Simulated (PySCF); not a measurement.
**AgC: energy against distance**

Set-up: basis Ag x2c-TZVPPall, C x2c-TZVPPall; spin-free X2C with a Gaussian nucleus; PySCF 2.14. Energies in eV from Ag (4d10 5s1) + C in their ground configurations at the same level. State: ⁴Σ⁻ (quartet), unpaired electrons σ ↑, π ↑↑.

All columns are LC-ωPBE. A positive dipole means Ag(−)C(+).

```tsv
R (Å)	E (eV)	μ (D)	Mulliken charge on Ag (basis-dependent)	HOMO (eV)	LUMO (eV)	Mayer bond order	⟨S²⟩
1.742	-1.166	-4.06	0.49	-8.60	-0.89	1.43	3.78
1.823	-1.509	-4.31	0.47	-8.58	-0.91	1.30	3.77
1.903	-1.699	-4.53	0.45	-8.55	-0.94	1.19	3.77
1.964	-1.766	-4.69	0.45	-8.52	-0.97	1.12	3.77
2.025	-1.785	-4.84	0.45	-8.50	-1.01	1.06	3.77
2.086	-1.766	-4.99	0.45	-8.47	-1.04	1.00	3.77
2.167	-1.698	-5.18	0.45	-8.43	-1.10	0.94	3.76
2.268	-1.566	-5.39	0.45	-8.38	-1.17	0.87	3.76
2.389	-1.371	-5.60	0.45	-8.35	-1.24	0.80	3.76
2.551	-1.092	-5.71	0.44	-8.37	-1.30	0.72	3.76
```

A fit through these points gives, at Re = 2.022 Å, μ = -4.83 D and dμ/dR = -2.47 D/Å; the reduced mass is 10.79 u.

Task: How strong is the fundamental in the double-harmonic approximation, I = 42.26·(dμ/dR)²/μred km/mol?

Result: I = 42.26·(-2.47)²/10.79 = 23.9 km/mol at LC-ωPBE.

These are scalar-relativistic numbers at best; spin–orbit coupling would shift them, the dissociation energy most. The state is the lowest single determinant that the PBE0 search found; with open d or f shells the true ground state can be another one.
